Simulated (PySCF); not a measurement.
**Removing an electron from `CC(=O)[SiH]1N[SiH2]N[SiH2]N1`**

Compound: C2H11N3OSi3.
Geometry (PBE0-D3(BJ)/def2-SVP, Å), atoms numbered from 1 in this order:
```
atom  x, y, z in Å
C1     3.3697   -0.1096    0.0579
C2     2.1014   -0.9195    0.0161
O3     2.0535   -2.0496    0.4583
Si4    0.4673   -0.2089   -0.7455
N5     0.0417    1.2876    0.0426
Si6   -1.6101    1.7905    0.2725
N7    -2.5848    0.5397   -0.4441
Si8   -2.3999   -1.1904   -0.3213
N9    -0.6892   -1.4432   -0.3884
H10    4.1911   -0.7063    0.4784
H11    3.2160    0.7919    0.6749
H12    3.6300    0.2391   -0.9549
H13    0.6697   -0.0080   -2.2149
H14    0.7818    1.8510    0.4500
H15   -1.8613    1.9993    1.7342
H16   -1.9572    3.0675   -0.4279
H17   -3.3336    0.8644   -1.0479
H18   -3.1845   -1.7706   -1.4561
H19   -2.9242   -1.7923    0.9452
H20   -0.2583   -2.2532    0.0586
```

Level: wB97X-D/def2-SVPD (PySCF). Frontier orbitals with their largest atomic shares (Löwdin; up to four atoms above 4 %):

```json
{"orbital": "HOMO−3", "ε (eV)": "-10.01", "main atoms": "N7 30 %, N5 19 %, N9 17 %, Si4 7 %"}
{"orbital": "HOMO−2", "ε (eV)": "-9.49", "main atoms": "N5 22 %, N7 21 %, Si6 13 %, H15 10 %"}
{"orbital": "HOMO−1", "ε (eV)": "-9.24", "main atoms": "N9 40 %, Si8 12 %, N5 11 %, N7 9 %"}
{"orbital": "HOMO", "ε (eV)": "-8.73", "main atoms": "?"}
{"orbital": "LUMO", "ε (eV)": "0.59", "main atoms": "C2 38 %, O3 32 %, Si4 10 %, C1 7 %"}
{"orbital": "LUMO+1", "ε (eV)": "1.81", "main atoms": "Si6 24 %, Si8 15 %, H17 9 %, Si4 7 %"}
{"orbital": "LUMO+2", "ε (eV)": "1.96", "main atoms": "Si6 16 %, H14 13 %, C1 8 %, Si4 8 %"}
```

Question: What vertical ionisation energy does ΔSCF give, and how far is −ε(HOMO) from it?

Answer: ΔSCF: 8.86 eV (855 kJ/mol; threshold wavelength 140 nm); ⟨S²⟩ of the doublet left behind is 0.759, against 0.75 for a pure doublet. −ε(HOMO) is 8.73 eV, 0.13 eV below it. In exact Kohn–Sham theory the two would be equal; wB97X-D (range-separated hybrid) comes within 0.13 eV of that here. Holes in the HOMO−1 and HOMO−2 were tried too where these lie within 1.2 eV of the HOMO; the lowest converged state counts.

Question: On which atoms does the HOMO lie?

Answer: O3 (carbonyl oxygen) 39 %, C2 (carbonyl carbon) 16 %, Si4 (SiH silicon) 12 %, N5 (nitrogen bridging silicon atoms) 10 %. The HOMO−1 lies 0.51 eV lower.

Question: How many of the 10 lowest singlet excitations (vertical TDDFT, same level) lie below the ionisation energy?

Answer: All 10; they run from 3.56 to 7.14 eV.

Question: What total energies stand behind the ΔSCF value?

Answer: E(N) = -1190.34518 Eh and E(N − 1) = -1190.01964 Eh at the same geometry, 0.32554 Eh apart.

The structure is a single PBE0-D3(BJ)/def2-SVP conformer in the gas phase; no vibrational or solvent corrections.

The pairwise dispersion term of wB97X-D wasn't added to the energies; at a given geometry it leaves orbitals and properties as they are.
